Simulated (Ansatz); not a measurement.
**Two structures, one formula**

The two ends of one reaction step of Si$_{2}$H$_{6}$OF$_{4}$, closed shell (PBE0-D4/def2-TZVP).

A:

| atom | x (Å) | y (Å) | z (Å) |
| --- | --- | --- | --- |
| Si1 | -1.7968 | -0.0758 | 1.2188 |
| Si2 | 1.1554 | 0.0675 | -2.1307 |
| F3 | -3.3253 | -0.2237 | 0.8807 |
| F4 | -1.2120 | 0.8534 | 0.0982 |
| F5 | -1.7241 | 0.5534 | 2.6450 |
| H6 | 1.3041 | 0.4979 | 0.9250 |
| F7 | -1.2097 | -1.5279 | 1.1644 |
| H8 | 1.8199 | 0.8560 | -1.0543 |
| O9 | 0.8601 | 0.2023 | 1.7261 |
| H10 | 2.1845 | -0.3061 | -3.1328 |
| H11 | 0.5687 | -1.1591 | -1.5363 |
| H12 | 0.1012 | 0.8947 | -2.7622 |
| H13 | 1.2743 | -0.6327 | 1.9581 |

B:

| atom | x (Å) | y (Å) | z (Å) |
| --- | --- | --- | --- |
| Si1 | -1.3884 | 0.5527 | -0.0996 |
| Si2 | -0.2676 | 0.0300 | -2.0735 |
| F3 | -2.1704 | -0.6452 | 0.5689 |
| F4 | -2.4623 | 1.6958 | -0.3372 |
| F5 | -0.4344 | 1.1505 | 1.0399 |
| H6 | 1.1244 | -1.1229 | 1.0420 |
| F7 | 0.7582 | -1.4447 | 0.2160 |
| H8 | 2.4562 | -0.0756 | 2.4224 |
| O9 | 1.5494 | -0.3856 | 2.3606 |
| H10 | 1.1420 | 0.4743 | -1.9602 |
| H11 | -0.3690 | -1.4204 | -2.3458 |
| H12 | -0.9268 | 0.7918 | -3.1680 |
| H13 | 0.9887 | 0.3993 | 2.3344 |

Ansatz 0.2.0; basis: def2-TZVPP; cores frozen in the correlated methods. B3LYP uses VWN-RPA correlation.

Question: Which structure is lower at CCSD(T), and by how much? (An estimate is asked for; the value comes from the calculation.)

Answer: The calculation gives: A, by 1.220 eV (electronic energy, against the other). By their contacts, A is a complex of SiF₄ ([F][Si]([F])([F])[F]) + SiH₄ + H₂O and B is a complex of Si₂H₃F₃ ([F][Si]([F])([F])[SiH3]) + H₂O + HF.

All methods give the same order:

| method | E(B) − E(A) (eV) |
| --- | --- |
| SPW92 | 0.730 |
| PBE-D4 | 0.823 |
| BLYP-D4 | 0.995 |
| r2SCAN-D4 | 1.131 |
| B97M-V | 1.248 |
| PBE0-D4 | 0.958 |
| B3LYP-D4 | 1.085 |
| r2SCAN0-D4 | 1.177 |
| BHLYP-D4 | 1.228 |
| CAM-B3LYP-D4 | 1.129 |
| wB97X-V | 1.102 |
| wB97M-V | 1.171 |
| B2PLYP | 1.184 |
| PBE-QIDH | 1.133 |
| RPA on PBE | 1.249 |
| HF | 1.572 |
| MP2 | 1.244 |
| CCSD | 1.275 |
| CCSD(T) | 1.220 |

No T1 diagnostic of these runs exceeds 0.012.

Labels in which every atom is bracketed show which atoms are joined, not bond orders.

For scale, one of the runs: CCSD(T)/def2-TZVPP, 323 basis functions, launched by `ansatz run in.yaml --threads 4 --pin off --events-out ev --progress --plain --max-ram 66560MiB --backend cuda --devices 0, --max-vram 37GiB`. Time: 16 s of wall clock on 4 CPU threads of an AMD EPYC 7R13 and a share of one NVIDIA H100; the host was shared. Peak host memory: 0.84 GiB.
